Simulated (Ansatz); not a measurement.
```yaml
crystal:
  periodic: [false, false, false]
  atoms:
    - {symbol: Mg, position_ang: [0.652814, 3.459910, -0.122470]}
    - {symbol: Mg, position_ang: [1.338030, 0.380880, -0.087438]}
    - {symbol: Mg, position_ang: [-0.397122, -2.699767, 0.092499]}
    - {symbol: Mg, position_ang: [-2.347363, -0.318853, 0.139923]}
    - {symbol: S, position_ang: [-0.963223, 1.473279, 0.007736]}
    - {symbol: S, position_ang: [2.692476, 2.293009, -0.204812]}
    - {symbol: S, position_ang: [1.743300, -1.992365, -0.050153]}
    - {symbol: S, position_ang: [-2.718912, -2.596084, 0.224714]}
basis:
  gaussian: {orbitals: def2-TZVPD, initial_orbitals: start.molden}
total_charge: -1
magnetization: {spin_polarized: true, initial_magnetization: 1}
hamiltonian: {xc: {name: CAM-B3LYP}, dispersion: d4}
scf: {omitted_lower_state_checks: [starts]}
output: {orbitals: {seedname: orbitals}}
```

The file start.molden holds the orbitals of an earlier run on this structure, at another level or in another basis.

```sh
$ ansatz run in.yaml --threads 4 --pin off --events-out ev --progress --plain --max-ram 4787MiB
```

**Question.** Does this run fit into the memory that it is given?

**Answer.** No. It has 324 basis functions, and Ansatz plans for 7 GiB where 5 GiB are given.
